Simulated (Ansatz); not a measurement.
```yaml
crystal:
  periodic: [false, false, false]
  atoms:
    - {symbol: C, position_ang: [-1.586622, -0.272768, -1.586540]}
    - {symbol: C, position_ang: [-2.606129, -0.007305, -0.492032]}
    - {symbol: C, position_ang: [-2.982484, -1.300665, 0.220079]}
    - {symbol: N, position_ang: [-2.085231, 0.984082, 0.429875]}
    - {symbol: Hf, position_ang: [-0.194712, 1.704465, 0.774392]}
    - {symbol: O, position_ang: [-0.337656, 2.596369, 2.490029]}
    - {symbol: O, position_ang: [0.405845, 2.794120, -0.722538]}
    - {symbol: N, position_ang: [1.166503, 0.180572, 0.912132]}
    - {symbol: C, position_ang: [2.036648, -0.396034, -0.098512]}
    - {symbol: C, position_ang: [3.487173, 0.028007, 0.098177]}
    - {symbol: C, position_ang: [1.914443, -1.913609, -0.138048]}
    - {symbol: H, position_ang: [-1.333802, 0.648191, -2.118816]}
    - {symbol: H, position_ang: [-1.965616, -0.992810, -2.314717]}
    - {symbol: H, position_ang: [-0.669572, -0.689963, -1.156926]}
    - {symbol: H, position_ang: [-3.513388, 0.388085, -0.975290]}
    - {symbol: H, position_ang: [-3.717352, -1.112017, 1.007137]}
    - {symbol: H, position_ang: [-2.095777, -1.740378, 0.685805]}
    - {symbol: H, position_ang: [-3.410984, -2.030031, -0.473884]}
    - {symbol: H, position_ang: [-2.797525, 1.257957, 1.097403]}
    - {symbol: H, position_ang: [-0.182661, 3.331817, 3.074173]}
    - {symbol: H, position_ang: [0.185614, 3.287049, -1.506921]}
    - {symbol: H, position_ang: [1.355923, -0.239825, 1.816024]}
    - {symbol: H, position_ang: [1.708470, -0.004716, -1.070509]}
    - {symbol: H, position_ang: [3.858573, -0.329498, 1.064126]}
    - {symbol: H, position_ang: [3.571003, 1.116288, 0.085379]}
    - {symbol: H, position_ang: [4.134215, -0.380525, -0.683547]}
    - {symbol: H, position_ang: [2.244172, -2.343128, 0.814049]}
    - {symbol: H, position_ang: [2.532340, -2.345213, -0.930064]}
    - {symbol: H, position_ang: [0.878579, -2.218517, -0.300455]}
basis:
  gaussian: {orbitals: def2-TZVPD, nuclear_model: gaussian}
hamiltonian: {xc: {name: B3LYP5}}
output: {forces: true}
```

```sh
$ ansatz run in.yaml --threads 11 --pin off --events-out ev --progress --plain --max-ram 174080MiB --backend cuda --devices 0, --max-vram 75GiB
```

Shortened log:

```
Functional definition: B3LYP5
3104 factors; their error is unknown
mean field evaluation 1: about -14857.0485 eV, gradient 1.5e2 eV
mean field evaluation 2: about -14716.0857 eV, gradient 2.7e2 eV
mean field evaluation 4: about -14898.7934 eV, gradient 1.9e1 eV
mean field evaluation 8: about -14899.5305 eV, gradient 1.6e-1 eV
mean field evaluation 16: about -14899.4844 eV, gradient 1.5e-3 eV
mean field -14899.48442201 eV, -547.5459532758 hartree, gradient 1.4e-5 eV, S^2 0.000000; 0 other end points of the search recorded, 0 dependent functions left out
reference -14899.48488258 eV, -547.5459702013 hartree; 48, 48 occupied and 533, 533 virtual orbitals, 3104 factors
Total energy: -14899.48488258 eV, -547.5459702013 hartree
Atom 0 at    -1.586622    -0.272768    -1.586540 Å, force     0.142285    -0.055170    -0.203783 eV/Å
Atom 1 at    -2.606129    -0.007305    -0.492032 Å, force    -0.224520    -0.012699    -0.167764 eV/Å
Atom 2 at    -2.982484    -1.300665     0.220079 Å, force    -0.082983    -0.202633     0.117704 eV/Å
Atom 3 at    -2.085231     0.984082     0.429875 Å, force    -0.142618     0.102916     0.117705 eV/Å
Atom 4 at    -0.194712     1.704465     0.774392 Å, force    -0.012706     0.003141     0.062182 eV/Å
Atom 5 at    -0.337656     2.596369     2.490029 Å, force    -0.048423     0.057791     0.231660 eV/Å
Atom 6 at     0.405845     2.794120    -0.722538 Å, force     0.150207     0.149624    -0.150421 eV/Å
Atom 7 at     1.166503     0.180572     0.912132 Å, force     0.005785    -0.041643     0.182742 eV/Å
Atom 8 at     2.036648    -0.396034    -0.098512 Å, force     0.031097     0.002585    -0.247722 eV/Å
Atom 9 at     3.487173     0.028007     0.098177 Å, force     0.234625     0.080199     0.019734 eV/Å
Atom 10 at     1.914443    -1.913609    -0.138048 Å, force    -0.025759    -0.252208    -0.020947 eV/Å
Atom 11 at    -1.333802     0.648191    -2.118816 Å, force    -0.007807    -0.036941    -0.015353 eV/Å
Atom 12 at    -1.965616    -0.992810    -2.314717 Å, force     0.008677     0.011439    -0.003518 eV/Å
Atom 13 at    -0.669572    -0.689963    -1.156926 Å, force    -0.050749     0.011512    -0.059964 eV/Å
Atom 14 at    -3.513388     0.388085    -0.975290 Å, force     0.011072    -0.009559     0.013097 eV/Å
Atom 15 at    -3.717352    -1.112017     1.007137 Å, force     0.002259    -0.017086    -0.005775 eV/Å
Atom 16 at    -2.095777    -1.740378     0.685805 Å, force    -0.043467    -0.019217     0.000570 eV/Å
Atom 17 at    -3.410984    -2.030031    -0.473884 Å, force    -0.002264    -0.002602     0.014458 eV/Å
Atom 18 at    -2.797525     1.257957     1.097403 Å, force    -0.049056     0.038111     0.050442 eV/Å
Atom 19 at    -0.182661     3.331817     3.074173 Å, force     0.025339     0.147406     0.137792 eV/Å
Atom 20 at     0.185614     3.287049    -1.506921 Å, force    -0.024531     0.117779    -0.166667 eV/Å
Atom 21 at     1.355923    -0.239825     1.816024 Å, force     0.005287    -0.015252     0.081817 eV/Å
Atom 22 at     1.708470    -0.004716    -1.070509 Å, force     0.025448    -0.020739     0.029041 eV/Å
Atom 23 at     3.858573    -0.329498     1.064126 Å, force     0.014853     0.011948    -0.013160 eV/Å
Atom 24 at     3.571003     1.116288     0.085379 Å, force     0.027648    -0.018066    -0.001068 eV/Å
Atom 25 at     4.134215    -0.380525    -0.683547 Å, force     0.007180     0.014195     0.007592 eV/Å
Atom 26 at     2.244172    -2.343128     0.814049 Å, force    -0.006216    -0.013447    -0.015373 eV/Å
Atom 27 at     2.532340    -2.345213    -0.930064 Å, force    -0.011148    -0.011506     0.006161 eV/Å
Atom 28 at     0.878579    -2.218517    -0.300455 Å, force     0.040484    -0.019880    -0.001182 eV/Å
Dipole moment:    -0.093733     0.137778    -0.034878 e Å
```

Run time 6 s (11 threads of an AMD EPYC 7R13 on a shared host and a whole NVIDIA H100 80 GB); peak host memory 1.6 GiB.
